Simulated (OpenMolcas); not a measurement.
Ag³⁺.

```json
{"Program": "OpenMolcas 26.06", "Method": "CASSCF", "Basis": "ANO-RCC-VTZP [7s6p4d2f1g]", "Scalar Hamiltonian": "DKH2, point nucleus", "Active space": "8 electrons in 5 orbitals (4d)", "State averaging": "2S+1 = 3 even, 10 roots; 2S+1 = 1 even, 15 roots", "Spin-orbit coupling": "state interaction with AMFI integrals over the reference wave functions, term energies averaged over their components"}
```

Levels without dynamic correlation, in cm⁻¹ above 4d⁸ ³F₄:

```json
{"Level": "4d⁸ ¹G₄", "E": "24223"}
{"Level": "4d⁸ ³P₁", "E": "19709"}
{"Level": "4d⁸ ¹S₀", "E": "56315"}
```

On this reference, SS-CASPT2, IPEA 0.25 Eh, imaginary shift 0.1 Eh (closed shells correlated: 4s 4p) puts 4d⁸ ¹G₄ at 21160 cm⁻¹.

**Question.** Estimate the other levels at that method by one scale factor, and say how well it serves.

**Answer.** The factor is 21160 / 24223 = 0.874. Scaled values beside those that SS-CASPT2 gives and measured ones (the list in Gamrath, thesis, University of Mons (2023)):
```
  Level  Scaled  SS-CASPT2  Miss (%)  Measured
4d⁸ ³P₁   17226      16410      +5.0     15900
4d⁸ ¹S₀   49219      48310      +1.9     47139
```
For these levels the scaled values miss SS-CASPT2 by up to 5.0 %, as correlation changes each term by its own factor, spin-orbit parts do not scale and CASPT2 has its own spread within terms. This holds within one configuration; levels of others move differently, and the target method has errors of its own against measurement.

Term energies are means over components that CASPT2 splits; among the terms shown or strongly mixed into the levels shown the widest spread is 620 cm-1 (4d⁸ ¹G, SS-CASPT2). Without dynamic correlation excited terms often stand tens of per cent too high (terms of higher spin than the ground term too low), and those without a measured partner can miss by more than the paired ones (holds for CASSCF). Computed and measured levels are paired by configuration, term and J; levels that our copy of the source lacks, or whose pairing is in doubt (as where it misses far off the trend of its configuration), stay unpaired and out of the deviations. Only configurations of the active space appear.
